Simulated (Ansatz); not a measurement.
A search over several starts for the lowest SCF solution of Ge(vinyl)H3 (C2H6Ge) at the given spin, in a small basis.

```yaml
crystal:
  periodic: [false, false, false]
  atoms:
    - {symbol: C, position_ang: [-0.381095, 0.122753, 0.653187]}
    - {symbol: C, position_ang: [0.536021, -0.460288, 1.418147]}
    - {symbol: Ge, position_ang: [-0.220208, 0.276876, -1.282686]}
    - {symbol: H, position_ang: [-1.271059, 0.534592, 1.122059]}
    - {symbol: H, position_ang: [1.442081, -0.891035, 1.004680]}
    - {symbol: H, position_ang: [0.422203, -0.535486, 2.494984]}
    - {symbol: H, position_ang: [1.120579, -0.342717, -1.715878]}
    - {symbol: H, position_ang: [-0.269171, 1.755827, -1.713075]}
    - {symbol: H, position_ang: [-1.379341, -0.460532, -1.981427]}
basis:
  gaussian: {orbitals: def2-SVP, initial_orbitals: start.molden}
hamiltonian: {xc: pbe0, dispersion: d4}
output: {orbitals: {seedname: orbitals}}
```

The file start.molden holds the orbitals of an earlier run on this structure, at another level or in another basis.

```sh
$ ansatz run in.yaml --threads 2 --pin off --events-out ev --progress --plain --max-ram 4352MiB
```

Shortened log:

```
Functional definition: PBE0
915 factors; integrals over basis functions are off by at most 1.4e-3 eV
mean field evaluation 1: about -58573.0003 eV, gradient 1.2e2 eV
mean field evaluation 2: about -58612.3570 eV, gradient 6.4e1 eV
mean field evaluation 4: about -58668.3485 eV, gradient 2.2e1 eV
mean field evaluation 8: about -58670.4703 eV, gradient 3.2e-4 eV
mean field evaluation 16: about -58670.4025 eV, gradient 5.1e-1 eV
mean field -58670.47033193 eV, -2156.1000164254 hartree, gradient 2.3e-5 eV, S^2 0.000000; 1 other end points of the search recorded, 0 dependent functions left out
reference -58670.47035845 eV, -2156.1000173997 hartree; 25, 25 occupied and 65, 65 virtual orbitals, 915 factors
Total energy: -58670.59369420 eV, -2156.1045499050 hartree
```

Run time 2 s (2 threads of Arm Neoverse V2 on a shared host).

Another isomer (singlet) lies 0.30 eV lower at PBE0-D4/def2-TZVP; other spin states weren't run for this one.
